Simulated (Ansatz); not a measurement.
C4H9Al (`[CH3][AlH][CH]1CC1`) at its PBE0-D4/def2-TZVP geometry, where that method's forces vanish. The species carries charge 0 and has multiplicity 1.

```xyz
14

C    -1.9268   -0.5514    0.9704
Al   -0.7331   -1.1978   -0.4359
C     0.8839   -0.2155   -0.8247
C     0.8897    1.3008   -0.6958
C     1.6248    0.4893    0.3017
H    -1.5746    0.3623    1.4562
H    -2.0584   -1.3117    1.7479
H    -2.9265   -0.3510    0.5701
H    -1.0996   -2.5199   -1.2462
H     1.5429   -0.5811   -1.6079
H     1.4672    1.8598   -1.4225
H    -0.0211    1.7996   -0.3817
H     2.7075    0.4909    0.2606
H     1.2240    0.4255    1.3078
```

Problem. What forces (eV/Å) does PBE-D4/def2-TZVPP give on these atoms in the Gaussian-basis code of Ansatz? (Estimate.)

Solution. Ansatz gave: 
```
C1   0.063 -0.014 -0.057
Al2 -0.015 -0.054 -0.034
C3  -0.132 -0.245 -0.106
C4  -0.068  0.209 -0.076
C5   0.133 -0.008  0.197
H6   0.060  0.174  0.098
H7  -0.030 -0.139  0.147
H8  -0.189  0.037 -0.069
H9  -0.026 -0.095 -0.058
H10  0.126 -0.084 -0.161
H11  0.110  0.124 -0.154
H12 -0.186  0.112  0.058
H13  0.226 -0.004  0.004
H14 -0.072 -0.013  0.212
```
